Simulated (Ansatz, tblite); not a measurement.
Removing and adding an electron: TiO4H4 (the lowest singlet isomer of a short search). The state is a singlet with charge 0. Geometry: PBE-D4/def2-SVP. Ansatz, gas phase; energy differences of separate SCF runs; the oxidised species was run as a doublet alone; the reduced species was run as a doublet alone.

```xyz
9

Ti    0.113    0.113   -0.278
O    -2.000    0.133    0.299
O     1.619    1.013   -0.446
O    -1.038    1.115    0.808
O     0.325   -1.520    0.456
H    -2.052   -0.510    1.046
H    -0.372   -0.073   -1.913
H     1.153   -2.005    0.616
H     2.253    1.733   -0.587
```

The xTB rows come from tblite. LC-ωPBE has ω = 0.4 bohr⁻¹. The structure holds one bond between oxygen atoms, so isomers without such links may lie far lower. The structure comes from a short search, and lower isomers may exist.

| level | −HOMO (eV) | vertical IE (eV) | −LUMO (eV) | vertical EA (eV) | HOMO–LUMO gap (eV) | IE − EA (eV) |
| --- | --- | --- | --- | --- | --- | --- |
| GFN1-xTB | 12.46 | 15.83 | 9.12 | 5.68 | 3.34 | 10.15 |
| GFN2-xTB | 11.20 | 14.44 | 7.53 | 4.10 | 3.67 | 10.34 |
| PBE-D4/def2-TZVP | 6.42 | 9.74 | 2.63 | – | 3.79 | – |
| B97M-V/def2-TZVP | 6.91 | 10.20 | 2.57 | – | 4.34 | – |
| PBE0-D4/def2-TZVP | 7.98 | 10.18 | 1.57 | – | 6.41 | – |
| CAM-B3LYP-D4/def2-TZVP | 9.51 | 10.45 | 0.45 | – | 9.06 | – |
| LC-ωPBE/def2-TZVP | 10.92 | 10.37 | -0.79 | – | 11.71 | – |

Estimate the rows for HF/def2-TZVP, PBE-D4/def2-TZVPD, BLYP-D4/def2-TZVP, r2SCAN-D4/def2-TZVP, r2SCAN-D4/def2-TZVPD, PBE0-D4/def2-TZVPD.


```json
{"level": "HF/def2-TZVP", "−HOMO (eV)": "11.73", "vertical IE (eV)": "9.84", "−LUMO (eV)": "-2.04", "vertical EA (eV)": "–", "HOMO–LUMO gap (eV)": "13.77", "IE − EA (eV)": "–", "remarks": "–"}
{"level": "PBE-D4/def2-TZVPD", "−HOMO (eV)": "6.49", "vertical IE (eV)": "–", "−LUMO (eV)": "2.71", "vertical EA (eV)": "0.01", "HOMO–LUMO gap (eV)": "3.77", "IE − EA (eV)": "–", "remarks": "HOMO above zero (-1 doublet)"}
{"level": "BLYP-D4/def2-TZVP", "−HOMO (eV)": "6.37", "vertical IE (eV)": "9.72", "−LUMO (eV)": "2.58", "vertical EA (eV)": "–", "HOMO–LUMO gap (eV)": "3.79", "IE − EA (eV)": "–", "remarks": "–"}
{"level": "r2SCAN-D4/def2-TZVP", "−HOMO (eV)": "6.81", "vertical IE (eV)": "9.91", "−LUMO (eV)": "2.54", "vertical EA (eV)": "–", "HOMO–LUMO gap (eV)": "4.27", "IE − EA (eV)": "–", "remarks": "–"}
{"level": "r2SCAN-D4/def2-TZVPD", "−HOMO (eV)": "6.85", "vertical IE (eV)": "–", "−LUMO (eV)": "2.58", "vertical EA (eV)": "-0.13", "HOMO–LUMO gap (eV)": "4.27", "IE − EA (eV)": "–", "remarks": "HOMO above zero (-1 doublet)"}
{"level": "PBE0-D4/def2-TZVPD", "−HOMO (eV)": "8.02", "vertical IE (eV)": "–", "−LUMO (eV)": "1.62", "vertical EA (eV)": "-0.02", "HOMO–LUMO gap (eV)": "6.39", "IE − EA (eV)": "–", "remarks": "HOMO above zero (-1 doublet)"}
```

Relaxing the oxidised species (PBE-D4/def2-SVP) changes its energy by -0.60 eV at PBE-D4/def2-TZVP, so the adiabatic ionisation energy to this nearest minimum is 9.14 eV. At PBE0-D4/def2-TZVP it is 9.30 eV.     A HOMO above zero means that the electron is unbound at that level or that self-interaction error raises the level; the energy of removing that electron tells which. Raw xTB energy differences between charge states are shifted by several eV; the methods need an empirical correction for them. A negative affinity means that the extra electron isn't bound; its size then hangs on the basis.
